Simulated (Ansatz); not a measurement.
Born–Oppenheimer molecular dynamics of CH8OSn (11 atoms, charge 0, multiplicity 1). It starts at the highest image of a converged band. Of that band: The profile has 3 maxima (images 2, 4, 6) with wells between them (images 3, 5): this band takes more than one step, which may be the mechanism or a detour left from its start path. Neighbouring images differ by up to 1.3 eV, so the band resolves the path poorly. A vibrational analysis at the climbing image gives one clearly imaginary mode, 1105i cm⁻¹: a first-order saddle point.

Level of theory: Ansatz, UKS PBE/def2-SVP.

```json
{
 "ensemble": "NVE (velocity Verlet)",
 "time step": "0.5 fs",
 "steps asked": "200",
 "starting velocities drawn for": "100 K",
 "seed": "7326"
}
```

Frames 0.5 fs apart, positions in Å, forces in eV/Å.

Velocities at 30 fs (Å/ps):

```
Sn 0.36 2.87 0.51
O 0.76 -13.72 3.81
C 0.95 -6.00 -6.33
H 12.40 -24.71 -1.86
H -49.32 5.67 -14.48
H -27.97 9.77 -28.25
H -17.52 -23.29 11.85
H 22.76 3.80 10.91
H -3.67 -1.57 -9.42
H -0.93 -0.92 1.70
H -1.47 -17.56 -15.19
```

```xyz
11
Properties=species:S:1:pos:R:3:forces:R:3 time_fs=30 energy_less_start_eV=-0.540 T=564
Sn -0.327 1.543 0.331 -0.14 1.80 -0.12
O -0.069 -0.820 0.418 0.98 -0.84 0.64
C 0.012 -1.683 -0.714 -0.37 -0.19 0.33
H -1.570 0.877 -0.714 0.10 -0.25 0.12
H 0.236 2.757 -0.855 0.07 -0.18 0.33
H -1.296 2.422 1.525 0.20 -0.21 -0.14
H 0.798 -0.912 0.890 -0.54 0.17 0.00
H 1.198 1.245 1.266 -0.50 -0.19 -0.35
H -0.120 -2.739 -0.384 0.40 0.02 -0.20
H -0.863 -1.464 -1.339 -0.18 0.25 -0.37
H 0.951 -1.482 -1.266 -0.02 -0.37 -0.24
11
Properties=species:S:1:pos:R:3:forces:R:3 time_fs=30.5 energy_less_start_eV=-0.545 T=569
Sn -0.326 1.544 0.331 -0.12 1.72 -0.10
O -0.068 -0.827 0.420 0.77 -0.80 0.46
C 0.012 -1.685 -0.718 -0.37 -0.14 0.38
H -1.564 0.864 -0.715 0.11 -0.24 0.13
H 0.211 2.760 -0.862 0.12 -0.17 0.33
H -1.310 2.427 1.511 0.21 -0.22 -0.12
H 0.789 -0.924 0.896 -0.30 0.13 0.11
H 1.209 1.247 1.271 -0.60 -0.16 -0.41
H -0.121 -2.740 -0.389 0.39 -0.06 -0.18
H -0.864 -1.464 -1.338 -0.19 0.25 -0.39
H 0.951 -1.491 -1.274 -0.02 -0.33 -0.20
11
Properties=species:S:1:pos:R:3:forces:R:3 time_fs=31 energy_less_start_eV=-0.549 T=572
Sn -0.326 1.546 0.332 -0.11 1.64 -0.10
O -0.068 -0.834 0.422 0.52 -0.75 0.25
C 0.013 -1.688 -0.721 -0.38 -0.07 0.40
H -1.557 0.851 -0.715 0.12 -0.23 0.14
H 0.187 2.762 -0.868 0.16 -0.15 0.32
H -1.323 2.431 1.496 0.23 -0.23 -0.09
H 0.779 -0.935 0.902 -0.02 0.08 0.23
H 1.218 1.248 1.275 -0.69 -0.13 -0.46
H -0.122 -2.741 -0.394 0.37 -0.13 -0.16
H -0.865 -1.464 -1.339 -0.17 0.25 -0.37
H 0.950 -1.501 -1.282 -0.02 -0.28 -0.16
11
Properties=species:S:1:pos:R:3:forces:R:3 time_fs=31.5 energy_less_start_eV=-0.550 T=573
Sn -0.326 1.547 0.332 -0.10 1.56 -0.11
O -0.067 -0.841 0.424 0.26 -0.71 0.04
C 0.013 -1.692 -0.724 -0.40 0.00 0.40
H -1.550 0.838 -0.715 0.13 -0.21 0.15
H 0.163 2.764 -0.873 0.20 -0.13 0.31
H -1.336 2.435 1.481 0.23 -0.23 -0.06
H 0.769 -0.946 0.909 0.26 0.03 0.36
H 1.226 1.249 1.278 -0.76 -0.10 -0.50
H -0.121 -2.742 -0.400 0.34 -0.21 -0.14
H -0.866 -1.463 -1.340 -0.14 0.24 -0.34
H 0.949 -1.511 -1.291 -0.03 -0.23 -0.12
11
Properties=species:S:1:pos:R:3:forces:R:3 time_fs=32 energy_less_start_eV=-0.550 T=573
Sn -0.326 1.549 0.332 -0.11 1.47 -0.12
O -0.066 -0.848 0.426 0.04 -0.66 -0.17
C 0.013 -1.695 -0.726 -0.42 0.07 0.38
H -1.543 0.823 -0.715 0.14 -0.20 0.16
H 0.140 2.766 -0.878 0.24 -0.11 0.30
H -1.348 2.438 1.466 0.24 -0.23 -0.02
H 0.759 -0.957 0.917 0.50 -0.03 0.48
H 1.232 1.250 1.280 -0.81 -0.07 -0.53
H -0.120 -2.744 -0.406 0.31 -0.28 -0.12
H -0.868 -1.461 -1.342 -0.08 0.22 -0.29
H 0.948 -1.523 -1.300 -0.04 -0.18 -0.07
11
Properties=species:S:1:pos:R:3:forces:R:3 time_fs=32.5 energy_less_start_eV=-0.551 T=574
Sn -0.326 1.550 0.332 -0.12 1.39 -0.14
O -0.066 -0.856 0.428 -0.12 -0.62 -0.33
C 0.013 -1.698 -0.729 -0.46 0.12 0.35
H -1.536 0.808 -0.715 0.14 -0.18 0.17
H 0.117 2.767 -0.881 0.28 -0.09 0.28
H -1.360 2.440 1.451 0.24 -0.23 0.01
H 0.751 -0.967 0.925 0.68 -0.08 0.55
H 1.236 1.250 1.280 -0.85 -0.05 -0.55
H -0.118 -2.746 -0.412 0.27 -0.34 -0.11
H -0.870 -1.459 -1.345 0.00 0.20 -0.22
H 0.947 -1.534 -1.309 -0.06 -0.12 -0.02
11
Properties=species:S:1:pos:R:3:forces:R:3 time_fs=33 energy_less_start_eV=-0.554 T=576
Sn -0.326 1.552 0.333 -0.14 1.30 -0.16
O -0.065 -0.863 0.430 -0.18 -0.60 -0.44
C 0.013 -1.701 -0.732 -0.49 0.16 0.31
H -1.528 0.793 -0.714 0.15 -0.16 0.18
H 0.095 2.768 -0.884 0.32 -0.06 0.26
H -1.371 2.442 1.437 0.23 -0.22 0.05
H 0.744 -0.979 0.935 0.75 -0.13 0.57
H 1.238 1.251 1.280 -0.87 -0.03 -0.56
H -0.116 -2.749 -0.419 0.23 -0.37 -0.09
H -0.872 -1.456 -1.349 0.08 0.16 -0.15
H 0.946 -1.546 -1.319 -0.07 -0.07 0.03
11
Properties=species:S:1:pos:R:3:forces:R:3 time_fs=33.5 energy_less_start_eV=-0.559 T=581
Sn -0.325 1.553 0.333 -0.17 1.21 -0.20
O -0.064 -0.871 0.432 -0.14 -0.59 -0.47
C 0.013 -1.704 -0.735 -0.52 0.18 0.27
H -1.520 0.778 -0.712 0.16 -0.14 0.19
H 0.073 2.769 -0.887 0.35 -0.03 0.24
H -1.381 2.443 1.422 0.22 -0.21 0.10
H 0.739 -0.990 0.947 0.72 -0.15 0.51
H 1.238 1.251 1.278 -0.88 -0.01 -0.56
H -0.112 -2.753 -0.426 0.18 -0.38 -0.09
H -0.874 -1.453 -1.353 0.16 0.13 -0.07
H 0.945 -1.558 -1.328 -0.08 -0.01 0.08
11
Properties=species:S:1:pos:R:3:forces:R:3 time_fs=34 energy_less_start_eV=-0.567 T=587
Sn -0.325 1.555 0.333 -0.21 1.13 -0.24
O -0.064 -0.878 0.434 0.00 -0.59 -0.44
C 0.013 -1.707 -0.737 -0.54 0.16 0.24
H -1.511 0.762 -0.710 0.16 -0.11 0.20
H 0.052 2.770 -0.889 0.38 -0.01 0.21
H -1.391 2.444 1.407 0.21 -0.20 0.14
H 0.736 -1.002 0.960 0.59 -0.17 0.39
H 1.235 1.252 1.274 -0.88 0.01 -0.55
H -0.109 -2.758 -0.433 0.13 -0.37 -0.09
H -0.875 -1.450 -1.357 0.23 0.09 0.00
H 0.943 -1.571 -1.337 -0.08 0.05 0.13
11
Properties=species:S:1:pos:R:3:forces:R:3 time_fs=34.5 energy_less_start_eV=-0.575 T=595
Sn -0.325 1.557 0.333 -0.26 1.04 -0.28
O -0.063 -0.886 0.436 0.21 -0.60 -0.34
C 0.013 -1.710 -0.740 -0.55 0.12 0.23
H -1.502 0.746 -0.708 0.17 -0.09 0.20
H 0.033 2.771 -0.890 0.41 0.02 0.19
H -1.401 2.445 1.393 0.19 -0.18 0.18
H 0.734 -1.014 0.973 0.39 -0.16 0.22
H 1.231 1.252 1.269 -0.85 0.02 -0.53
H -0.105 -2.764 -0.440 0.09 -0.33 -0.09
H -0.876 -1.446 -1.361 0.29 0.05 0.07
H 0.941 -1.583 -1.345 -0.08 0.11 0.17
11
Properties=species:S:1:pos:R:3:forces:R:3 time_fs=35 energy_less_start_eV=-0.583 T=601
Sn -0.325 1.558 0.334 -0.32 0.96 -0.34
O -0.062 -0.894 0.438 0.45 -0.63 -0.21
C 0.013 -1.712 -0.742 -0.54 0.05 0.22
H -1.493 0.729 -0.705 0.17 -0.06 0.20
H 0.014 2.771 -0.891 0.43 0.05 0.16
H -1.409 2.445 1.379 0.17 -0.17 0.22
H 0.733 -1.027 0.987 0.15 -0.15 0.01
H 1.224 1.253 1.263 -0.81 0.03 -0.51
H -0.101 -2.771 -0.448 0.04 -0.27 -0.10
H -0.877 -1.443 -1.364 0.33 0.02 0.13
H 0.939 -1.594 -1.354 -0.08 0.17 0.21
11
Properties=species:S:1:pos:R:3:forces:R:3 time_fs=35.5 energy_less_start_eV=-0.589 T=607
Sn -0.325 1.560 0.334 -0.38 0.89 -0.40
O -0.061 -0.902 0.440 0.69 -0.66 -0.07
C 0.012 -1.715 -0.745 -0.51 -0.05 0.24
H -1.483 0.713 -0.701 0.17 -0.03 0.20
H -0.004 2.772 -0.892 0.45 0.07 0.13
H -1.418 2.444 1.366 0.15 -0.15 0.26
H 0.733 -1.040 1.001 -0.09 -0.14 -0.21
H 1.216 1.253 1.256 -0.76 0.03 -0.47
H -0.096 -2.778 -0.456 0.00 -0.19 -0.11
H -0.876 -1.439 -1.368 0.34 -0.01 0.17
H 0.937 -1.606 -1.362 -0.07 0.23 0.24
```

Of the whole run (100 fs, mean temperature of the second half 950 K): The conserved energy stayed within 0.048 meV per atom of its start (net change -0.012 meV per atom), so the integration is sound. The kinetic energy rose, since the run started high on the potential surface and went downhill. It ends in pieces (CH4O + H4Sn), so much of that is their flight and rotation, not heat. A run of 0.1 ps of so small a system gives no equilibrium averages. The orbitals were unrestricted but ended closed-shell.

Run time: 4.8 min on 2 threads of AMD EPYC 9R14 (Zen 4), on a shared host, peak memory 0.17 GiB.
